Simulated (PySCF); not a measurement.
Magnetic susceptibility: `F/C=C(/F)C[SiH3]`, C3H6F2Si

Molfile (atoms numbered from 1):
```
C3H6F2Si
     RDKit          3D

 12 11  0  0  0  0  0  0  0  0999 V2000
   -2.2413   -0.5739    1.1061 F   0  0  0  0  0  0  0  0  0  0  0  0
   -1.9965   -0.2806   -0.1853 C   0  0  0  0  0  0  0  0  0  0  0  0
   -0.8784    0.3394   -0.5371 C   0  0  0  0  0  0  0  0  0  0  0  0
   -0.7110    0.5916   -1.8566 F   0  0  0  0  0  0  0  0  0  0  0  0
    0.2489    0.7521    0.3211 C   0  0  0  0  0  0  0  0  0  0  0  0
    1.7116   -0.4859    0.1752 Si  0  0  0  0  0  4  0  0  0  0  0  0
   -2.7849   -0.5869   -0.8529 H   0  0  0  0  0  0  0  0  0  0  0  0
    0.5840    1.7428    0.0138 H   0  0  0  0  0  0  0  0  0  0  0  0
   -0.0942    0.8083    1.3522 H   0  0  0  0  0  0  0  0  0  0  0  0
    2.1342   -0.5460   -1.2223 H   0  0  0  0  0  0  0  0  0  0  0  0
    2.7848    0.0303    1.0244 H   0  0  0  0  0  0  0  0  0  0  0  0
    1.2438   -1.7920    0.6355 H   0  0  0  0  0  0  0  0  0  0  0  0
  1  2  1  0
  2  3  2  0
  3  4  1  0
  3  5  1  0
  5  6  1  0
  2  7  1  0
  5  8  1  0
  5  9  1  0
  6 10  1  0
  6 11  1  0
  6 12  1  0
M  END
```

Computed with GIAO B3LYP/pcSseg-1 magnetisability, rotational g tensor and spin-rotation constants, non-relativistic, gas phase (PySCF 2.14.0). Geometry: GFN2-xTB.

Question: What are the magnetisability and the molar susceptibility?

Answer: Isotropic -955 × 10⁻³⁰ J/T², or -57.5 × 10⁻⁶ cm³/mol; principal values -1009, -949, -905 × 10⁻³⁰ J/T², anisotropy 91 × 10⁻³⁰ J/T² (root of half the summed squared differences of the principal values). The susceptibility is in cgs units.

Question: Split it along the inertial axes a, b, c into diamagnetic and paramagnetic parts about the centre of mass, with the quadrupole moment.

Answer: 
| axis | χ (10⁻⁶ cm³/mol) | diamagnetic (10⁻⁶ cm³/mol) | paramagnetic (10⁻⁶ cm³/mol) | summed x² of all electrons (Å²) | quadrupole Θ (D Å) |
| --- | --- | --- | --- | --- | --- |
| a | -57.2 | -382.1 | 325.0 | 147.0 | +2.25 |
| b | -57.1 | -724.0 | 666.9 | 66.4 | -4.87 |
| c | -58.2 | -905.4 | 847.2 | 23.7 | +2.62 |

Anisotropies 2χaa − χbb − χcc = +0.9 and 2χbb − χaa − χcc = +1.1 × 10⁻⁶ cm³/mol. Θ is traceless in Buckingham's convention.

Question: And the rotational g tensor?

Answer: 
```
axis  rotational constant (GHz)        g  nuclear part  electronic part
   a                     3.7546  -0.0386        0.5346          -0.5732
   b                     1.8256  -0.0152        0.5567          -0.5719
   c                     1.3726  -0.0136        0.5327          -0.5463
```
Asymmetric top; isotopes 12C, 19F, 1H, 28Si; no vibrational averaging.
